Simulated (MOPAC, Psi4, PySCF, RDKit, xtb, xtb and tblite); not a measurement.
Two geometries of C2H6OSi, SMILES O[SiH2]C=C, relaxed at GFN2-xTB with one dihedral held; other torsions can differ between them too.

Structure A

```
10

C      2.4733    -1.9041    -1.6877
C      1.9470    -1.4923    -0.5451
Si     1.0304     0.1455    -0.3133
O     -0.4630     0.0913    -0.9628
H      2.9790    -2.8529    -1.7929
H      2.4292    -1.3031    -2.5834
H      2.0377    -2.1446     0.3152
H      1.8105     1.2148    -0.9454
H      0.7269     0.3914     1.0888
H     -0.6121    -0.1788    -1.8646
```

Structure B

```
10

C     -2.4170    -0.6836     2.0527
C     -2.4200     0.0391     0.9432
Si    -1.0278     0.0230    -0.3345
O     -0.5322    -1.4917    -0.6698
H     -3.2132    -0.6450     2.7821
H     -1.6113    -1.3647     2.2789
H     -3.2530     0.7118     0.7776
H     -1.5370     0.6674    -1.5504
H      0.2024     0.6221     0.1646
H     -1.1452    -2.1851    -0.8975
```

Task: Which is lower in energy at the level DF-MP2 (frozen core)/cc-pVTZ // GFN2-xTB in Psi4 1.11, and by how much?

Result: B is lower, by 1.55 kJ/mol (dihedral C1–C2–Si3–O4: 75° in A, 45° in B).

E(B) − E(A) in kJ/mol at the other levels, on the same two geometries: GFN2-xTB (xtb and tblite) -1.23; MMFF94 // GFN2-xTB (RDKit) -0.39; PBE0/def2-TZVP // GFN2-xTB (Psi4) -1.93; PBE0-D3(BJ)/def2-TZVP // GFN2-xTB (Psi4) -1.99; PBE/def2-TZVP // GFN2-xTB (Psi4) -1.66; PBE-D3(BJ)/def2-TZVP // GFN2-xTB (Psi4) -1.73; HF/cc-pVTZ // GFN2-xTB (Psi4) -2.04; UFF // GFN2-xTB (RDKit) 0.45; PM6, restricted, heats of formation // GFN2-xTB (MOPAC) -0.56; AM1, restricted, heats of formation // GFN2-xTB (MOPAC) -0.49; GFN1-xTB // GFN2-xTB (xtb) -1.95; restricted B3LYP/6-31G*, spherical d // GFN2-xTB (PySCF) -1.69; restricted Hartree-Fock/3-21G // GFN2-xTB (PySCF) -1.72; restricted MP2 (frozen core)/3-21G // GFN2-xTB (PySCF) -0.90; restricted B3LYP/6-311+G**, spherical d, density fitting // GFN2-xTB (PySCF) -1.87.
